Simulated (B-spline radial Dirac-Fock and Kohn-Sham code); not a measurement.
# Kohn-Sham estimates against Dirac-Fock for the levels of Re⁷¹⁺

System: rhenium as Re⁷¹⁺, configuration [He] 2s2.

The density-functional columns are spherical, spin-unpolarised Dirac-Kohn-Sham results without Breit or QED terms: −ε is minus the orbital energy of the initial state and ΔSCF the difference of two total energies. The reference in the last column comes from Dirac-Fock energy differences between relaxed states, corrected for Breit and QED terms. All numbers are from an atomic code on a B-spline grid, in eV; a selection of levels is shown. For the 1s level of heavy atoms much of the gap between ΔSCF and the reference is the Breit and QED part, -310.3 eV here; for other levels the error of the functional can be larger.

```
  level   LDA −ε  LDA ΔSCF  Dirac-Fock
 K (1s)  80295.6   80936.5     80611.6
L1 (2s)  19855.6   20009.5     19952.7
```

For the outermost level NIST gives 19950 ± 60 eV (theoretical); the differences from it are LDA −ε -94.42, LDA ΔSCF +59.47, Dirac-Fock +2.70 eV.

Values without a named source are computed, but for edge energies of neutral atoms, which are taken from tables.
